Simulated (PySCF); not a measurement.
**Steps of a relaxation of LaCl3(H2O)**

LaCl3(H2O) (singlet; a saddle point, relaxed within its symmetry). PySCF 2.14.0, RKS PBE0, La def2-SVP with ECP46, Cl def2-SVP, O def2-SVP, H def2-SVP; non-relativistic Hamiltonian with scalar-relativistic core potentials where named; density fitting; no spin-orbit coupling. Origin of the start: template. Columns: position (Å) and force (eV/Å). Energies are counted from the last step; some of the 32 steps are shown. Forces carry noise of the integration grid, about 0.01 to 0.03 eV/Å.

Run from Python with OMP_NUM_THREADS=2. Where DIIS fails, smearing, a level shift and second-order steps follow.
It took 2.7 min on 2 threads of Arm Neoverse V1 (shared host), from the converged density of the start.

```xyz
7
step 0  E = 0.303 eV
La   -0.1051    0.1051   -0.1051     0.89   -0.89    0.89
Cl    1.4628    1.6730    1.4628    -0.67   -0.45   -0.65
Cl   -1.6730   -1.4628    1.4628     0.47    0.65   -0.65
Cl    1.4628   -1.4628   -1.6730    -0.67    0.65    0.45
O    -1.5831    1.5831   -1.5831    -0.17    0.18   -0.18
H    -1.9238    2.4682   -1.3793     0.08   -0.13    0.02
H    -1.9238    1.3793   -2.4682     0.08   -0.02    0.13
```

```xyz
7
step 10  E = 0.020 eV
La    0.0260   -0.0671    0.0671     0.02   -0.02    0.02
Cl    1.1655    1.9900    1.2427     0.00    0.01    0.00
Cl   -1.8861   -1.3366    1.3366     0.00   -0.02    0.02
Cl    1.1655   -1.2427   -1.9900     0.00    0.00   -0.01
O    -1.3970    1.4096   -1.4096    -0.04    0.05   -0.05
H    -1.6786    2.3136   -1.2163     0.01   -0.01   -0.01
H    -1.6786    1.2163   -2.3136     0.01    0.01    0.01
```

```xyz
7
step 21  E = 0.006 eV
La   -0.0981   -0.1323    0.1323    -0.07   -0.04    0.04
Cl    0.8281    2.1215    1.1232     0.03    0.04    0.01
Cl   -1.7050   -1.5989    1.5989     0.02    0.01   -0.01
Cl    0.8281   -1.1232   -2.1215     0.03   -0.01   -0.04
O    -1.4017    1.4007   -1.4007    -0.04    0.04   -0.04
H    -1.3674    2.3574   -1.2579     0.02   -0.05    0.00
H    -1.3674    1.2579   -2.3574     0.02    0.00    0.05
```

Question: Where does the relaxation end?

Answer: It converges at step 31 in Cs:
```xyz
7
step 31  E = 0
La   -0.1819   -0.1484    0.1484
Cl    0.7183    2.1661    1.0343
Cl   -1.6569   -1.6820    1.6820
Cl    0.7183   -1.0343   -2.1661
O    -1.4357    1.4069   -1.4069
H    -1.2227    2.3367   -1.2381
H    -1.2227    1.2381   -2.3367
```

Question: How did the contacts change?

Answer: 
```json
{"contact": "La1–Cl2 (Cl)", "start (Å)": "2.716", "end (Å)": "2.637"}
{"contact": "La1–Cl3 (Cl)", "start (Å)": "2.716", "end (Å)": "2.623"}
{"contact": "La1–Cl4 (Cl)", "start (Å)": "2.716", "end (Å)": "2.637"}
{"contact": "La1–O5 (H2O)", "start (Å)": "2.560", "end (Å)": "2.532"}
```
